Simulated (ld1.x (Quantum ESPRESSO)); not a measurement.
## Te (Z = 52): PAW pseudisation with PBEsol, fully relativistic reference atom.

- Element: Te
- Generator: ld1.x (Quantum ESPRESSO) 7.5
- Type: PAW
- Functional: PBEsol
- Relativity: fully relativistic
- Frozen core: [Kr]
- Valence charge: 16
- Reference configuration: 4d10 5s2 5p3 (charge +1)
- Partial waves: 5s (bound): rcut 1.30, rcutus 1.50 bohr; 5s channel at -0.8 Ry: rcut 1.30, rcutus 1.50 bohr; 5p (bound): rcut 1.60, rcutus 2.20 bohr; 5p channel at -0.45 Ry: rcut 1.60, rcutus 2.20 bohr; 4d (bound): rcut 0.90, rcutus 1.15 bohr; 4d channel at -1.35 Ry: rcut 0.90, rcutus 1.15 bohr
- Local potential: all-electron potential smoothed inside 1.60 bohr (lloc = -1)
- Core correction: a·sin(br)/r model core inside 0.60 bohr
- Augmentation charge: PSQ, radius 0.90 bohr

Open shells are filled in proportion to 2j + 1 (rel_dist='average').

All-electron outer shells of the reference configuration (PBEsol, scalar-relativistic, ld1.x):

| shell | level (eV) | outermost node (bohr) | outermost maximum (bohr) |
| --- | --- | --- | --- |
| 4p | -123.30 | 0.38 | 0.74 |
| 4d | -50.63 | 0.36 | 0.81 |
| 5s | -23.51 | 0.91 | 1.77 |
| 5p | -13.72 | 1.00 | 2.11 |

Problem. Does this generation succeed?

Solution. No. ld1.x (Quantum ESPRESSO) 7.5 stopped with "run_pseudo: Errors in PS-KS equation": the pseudo-atom solver did not find the valence states with the expected number of nodes, which is the usual sign of a ghost state. Before that it printed "Warning: n=1, l=0 expected 0 nodes, found 1".
